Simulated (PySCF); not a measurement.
CBrF₃, SMILES FC(F)(F)Br (connectivity only; charge and spin as stated), charge +1, multiplicity 2. Atoms are numbered in the order given.

```xyz
5

F      1.4180     1.2381     0.0000
C      1.1728    -0.0012     0.0000
F      1.3820    -0.6271     1.0792
F      1.3820    -0.6271    -1.0792
Br    -1.2764     0.0043     0.0000
```
Charge +1, spin multiplicity 2.

Geometry optimised at B3LYP-D3(BJ)/def2-SVP. The spin state was assumed, not searched.

These are r2SCAN/def2-TZVP in PySCF values and carry that method's errors.

Isolated molecule, no solvent.

Question: Estimate the frontier levels, dipole moment and polarisability. (An estimate is asked for; the answer gives what the named calculation found.)

Answer: 
| Item | Result |
|---|---|
| α spin, highest occupied and lowest empty level | -14.76 and -10.11 eV |
| β spin, highest occupied and lowest empty level | -14.36 and -13.42 eV |
| dipole moment about the centre of nuclear charge | 0.176 e·Å |
| mean static polarisability | 34.4 bohr³ (5.10 Å³) |
| polarisability, principal values | 26.7, 27.3, 49.2 bohr³ |
| ⟨S²⟩ | 0.757 (pure state 0.75) |
